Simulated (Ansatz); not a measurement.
Hf2(Br)8 (Hf2Br8), relaxed as a singlet with RKS PBE-D4/def2-SVP in Ansatz, starting from the GFN2-xTB geometry. Force threshold 0.03 eV/Å.

In the def2 sets Hf takes a core potential; there is no spin–orbit coupling.

Start:

Cartesian coordinates in Å:
```
Hf -1.9349 -0.3214 -1.2033
Br -0.7178 -1.5906 -2.9780
Br -3.2231 1.3708 -2.5214
Br -3.8494 -1.8305 -0.6387
Br 0.2682 1.4456 -0.8266
Hf 1.9325 0.3233 1.2046
Br 0.7336 1.5902 2.9931
Br 3.8461 1.8307 0.6315
Br 3.2263 -1.3796 2.5028
Br -0.2816 -1.4385 0.8361
```

(1) Estimate the energy that the relaxation releases and the steps that it takes.

(2) Does the start keep its bonding and symmetry?

(3) Predict the relaxed structure.

## Answers

(1) 56.1 kJ/mol, in 11 steps; 2.6 min on 6 threads of Intel Xeon on a shared host. No frequencies were taken in this run, so the end may be a saddle point.

(2) By distances, no bond broke or formed. The bond that changes most is Hf6–Br10, from 2.85 to 2.65 Å (atoms count from 1). Point group C2h at the start, Ci at the end, both within 0.05 Å.

(3) 
Cartesian coordinates in Å:
```
Hf -1.625 -0.294 -1.380
Br -0.730 -1.704 -3.221
Br -2.972 1.336 -2.695
Br -3.444 -1.436 -0.122
Br -0.214 1.700 -0.355
Hf 1.623 0.295 1.379
Br 0.733 1.701 3.226
Br 3.439 1.438 0.118
Br 2.978 -1.336 2.689
Br 0.212 -1.700 0.361
```
Bond lengths (bridged metal pairs left out): 10 × Br–Hf 2.49 to 2.90 Å.
